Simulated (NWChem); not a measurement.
Program: NWChem. System: C$_{3}$H$_{3}$, charge 0, spin multiplicity 2, at a geometry optimised with UPBE/def2-SVP. The structure started from a generated list of species. Its SCF solution wasn't tested for a lower state. Level: UB2PLYP/def2-TZVP, 3 core orbitals frozen.

Input file:

```
start mol
memory heap 200 mb stack 900 mb global 1100 mb
geometry units angstroms nocenter noautoz noautosym
  C      0.023453    -1.559835     0.084090
  C      0.004836    -0.324065    -0.131401
  C     -0.021333     1.123146     0.019906
  H      0.507197     1.441101     0.943911
  H      0.507922     1.603214    -0.832243
  H     -1.056853     1.520208     0.052760
end
basis spherical
  * library def2-tzvp
end
dft
  xc hfexch 0.53 becke88 0.47 lyp 0.73 mp2 0.27
  dftmp2
  odft
  mult 2
  semidirect memsize 60000000 filesize 0
  iterations 100
end
mp2
  freeze core 3
end
task dft energy
```

NWChem printed:

```
             Northwest Computational Chemistry Package (NWChem) 7.3.0
             --------------------------------------------------------

                                NWChem Input Module
                                -------------------

 Scaling coordinates for geometry "geometry" by  1.889725989
 (inverse scale =  0.529177249)

                             Geometry "geometry" -> ""
                             -------------------------

 Output coordinates in angstroms (scale by  1.889725989 to convert to a.u.)

  No.       Tag          Charge          X              Y              Z
 ---- ---------------- ---------- -------------- -------------- --------------
    1 C                    6.0000     0.02345300    -1.55983500     0.08409000
    2 C                    6.0000     0.00483600    -0.32406500    -0.13140100
    3 C                    6.0000    -0.02133300     1.12314600     0.01990600
    4 H                    1.0000     0.50719700     1.44110100     0.94391100
    5 H                    1.0000     0.50792200     1.60321400    -0.83224300
    6 H                    1.0000    -1.05685300     1.52020800     0.05276000

 Effective nuclear repulsion energy (a.u.)      52.2460273767

            Nuclear Dipole moment (a.u.)
            ----------------------------
        X                 Y               Z
 ---------------- ---------------- ----------------
     0.0000037795    -0.0000018897    -0.0000037795


 Summary of "ao basis" -> "" (spherical)
 ------------------------------------------------------------------------------
       Tag                 Description            Shells   Functions and Types
 ---------------- ------------------------------  ------  ---------------------
 *                         def2-tzvp                  on all atoms

  dft_input: which_mp2 not specified, using semidirect MP2 by default.

                                 NWChem DFT Module
                                 -----------------

 Summary of "ao basis" -> "ao basis" (spherical)
 ------------------------------------------------------------------------------
       Tag                 Description            Shells   Functions and Types
 ---------------- ------------------------------  ------  ---------------------
 C                         def2-tzvp                11       31   5s3p2d1f
 H                         def2-tzvp                 4        6   3s1p

 Summary of "ao basis" -> "ao basis" (spherical)
 ------------------------------------------------------------------------------
       Tag                 Description            Shells   Functions and Types
 ---------------- ------------------------------  ------  ---------------------
 C                         def2-tzvp                11       31   5s3p2d1f
 H                         def2-tzvp                 4        6   3s1p

            General Information
            -------------------
          SCF calculation type: DFT
          Wavefunction type:  spin polarized.
          No. of atoms     :     6
          No. of electrons :    21
           Alpha electrons :    11
            Beta electrons :    10
          Charge           :     0
          Spin multiplicity:     2
          Use of symmetry is: off; symmetry adaption is: off
          Maximum number of iterations: 100
          AO basis - number of functions:   111
                     number of shells:    45
          Convergence on energy requested:  1.00D-06
          Convergence on density requested:  1.00D-05
[...]
    beta     50     52     53     54     55     56     57     58     59     60
 overlap   0.962  0.999  0.995  0.994  0.996  0.994  0.992  1.000  0.999  0.999

   alpha     61     62     63     64     65     66     67     68     69     70
    beta     61     62     63     64     65     66     67     68     69     70
 overlap   1.000  1.000  1.000  0.998  0.998  0.999  0.998  0.993  0.991  0.988

   alpha     71     72     73     74     75     76     77     78     79     80
    beta     71     72     73     74     75     76     77     78     79     80
 overlap   0.991  0.988  0.998  0.979  0.982  0.990  0.986  0.994  0.984  0.976

   alpha     81     82     83     84     85     86     87     88     89     90
    beta     81     82     83     84     85     86     87     88     89     90
 overlap   0.869  0.876  0.981  0.988  0.995  0.995  0.996  0.867  0.868  0.997

   alpha     91     92     93     94     95     96     97     98     99    100
    beta     91     92     93     94     95     96     97     98     99    100
 overlap   0.998  0.996  0.988  0.987  0.997  1.000  0.999  0.999  0.999  0.999

   alpha    101    102    103    104    105    106    107    108    109    110
    beta    101    102    103    104    105    106    107    108    109    110
 overlap   1.000  0.995  0.995  1.000  0.991  0.994  0.997  1.000  1.000  1.000

   alpha    111
    beta    111
 overlap   1.000

     --------------------------
     Expectation value of S2:
     --------------------------
      <S2> =      0.7536 (Exact =     0.7500)

 center of mass
 --------------
 x =   0.00200536 y =  -0.21930916 z =  -0.00790037

 moments of inertia (a.u.)
 ------------------
         192.753914032990           2.865428915552          -0.040691015972
           2.865428915552          12.684979325191           2.523347654927
          -0.040691015972           2.523347654927         191.905169814055

     Multipole analysis of the density
     ---------------------------------

     L   x y z        total         alpha         beta         nuclear
     -   - - -        -----         -----         ----         -------
     0   0 0 0     -0.000000    -11.000000    -10.000000     21.000000

     1   1 0 0     -0.043309     -0.014450     -0.028864      0.000004
     1   0 1 0      1.636939      1.486003      0.150938     -0.000002
     1   0 0 1      0.003193      0.046131     -0.042934     -0.000004

     2   2 0 0    -12.936791    -10.538322     -8.249098      5.850628
     2   1 1 0     -0.040739      0.859551      0.649791     -1.550081
     2   1 0 1      0.045330     -0.011436      0.036243      0.020523
     2   0 2 0    -17.795085    -64.028901    -60.024849    106.258666
     2   0 1 1      0.261604      0.615560      0.685747     -1.039703
     2   0 0 2    -14.464659    -10.658845    -10.000830      6.195017

                   NWChem MP2 Semi-direct Energy/Gradient Module
                   ---------------------------------------------

  Basis functions       =    111
  Molecular orbitals    =    111
  Frozen core           =      3
  Frozen virtuals       =      0
  Active alpha occupied =      8
  Active beta occupied  =      7
  Active alpha virtual  =    100
  Active beta virtual   =    101
  Use MO symmetry       = F
  Use skeleton AO sym   = F

  AO/Fock/Back tols     =   1.0D-09  1.0D-09  1.0D-09

 GA uses MA = F    GA memory limited = T

 Available:
  local mem=  4.43D+07
 global mem=  1.44D+08
 local disk=  0.00D+00
  mp2_memr nvloc                   100
  nvloc new                   100
   1 passes of   8:        4194304                      65118                  16828021.
   1 passes of   8: M     44310675           G      144154558           F      40116371.

 Semi-direct pass number   1 of   1  for UHF alpha       at       14.9s
  vrange nnbf                  6179
  mp2_eaftype                    64  avail_ma_in_mb                   386
 EAF : mp2_eaftype filesize          64    8414011.
  mp2_eaf for mointskh                     64
Node 0 wrote     39.5 Mb in      0.0 s     Agg I/O rate:  1089.6 Mb/s
 Done moints_semi at       19.3s
  mp2_eaftype                    64  avail_ma_in_mb                   386
 EAF : mp2_eaftype filesize          64    8414011.
  mp2_eaf for kh                    64
 Done maket at       19.6s
 Done multipass loop at       19.6s

 GA uses MA = F    GA memory limited = T

 Available:
  local mem=  4.43D+07
 global mem=  1.44D+08
 local disk=  0.00D+00
  mp2_memr nvloc                   101
  nvloc new                   101
   1 passes of   7:        4194304                      60470                  14874221.
   1 passes of   7: M     44310675           G      144154558           F      40116371.

 Semi-direct pass number   1 of   1  for UHF beta        at       19.7s
  vrange nnbf                  6179
  mp2_eaftype                    56  avail_ma_in_mb                   386
 EAF : mp2_eaftype filesize          56    7437111.
  mp2_eaf for mointskh                     56
Node 0 wrote     34.9 Mb in      0.1 s     Agg I/O rate:   607.6 Mb/s
 Done moints_semi at       24.1s
  mp2_eaftype                    56  avail_ma_in_mb                   386
 EAF : mp2_eaftype filesize          56    7437111.
  mp2_eaf for kh                    56
 Done maket at       24.3s
 Done multipass loop at       24.3s

          -------------------------------------------
          DFT energy                    -115.718761097275
          Unscaled MP2 energy             -0.512444827348
          Total DFT+MP2 energy          -115.857121200659
          -------------------------------------------

 -----------------------
 Performance information
 -----------------------

 Timer overhead =  1.36D-07 seconds/call

               Nr. of calls         CPU time (s)                 Wall time (s)                GFlops
             ---------------    -------------------     ------------------------------   -------------------
Name         Min   Avg   Max    Min     Avg     Max     Min     Avg     Max   Mx/calls   Min     Max     Sum
mp2: moin     2     2     2    8.8     8.8     8.8      8.8     8.8     8.8     4.4      0.0     0.0     0.0
mp2: make     2     2     2   0.54    0.54    0.54     0.54    0.54    0.54    0.27      0.0     0.0     0.0
mp2: tota     1     1     1    9.5     9.5     9.5      9.5     9.5     9.5     9.5      0.0     0.0     0.0

 The average no. of pstat calls per process was 5.00D+00
 with a timing overhead of 6.82D-07s

 Task  times  cpu:       24.3s     wall:       24.3s

 Total times  cpu:       24.3s     wall:       24.3s
```
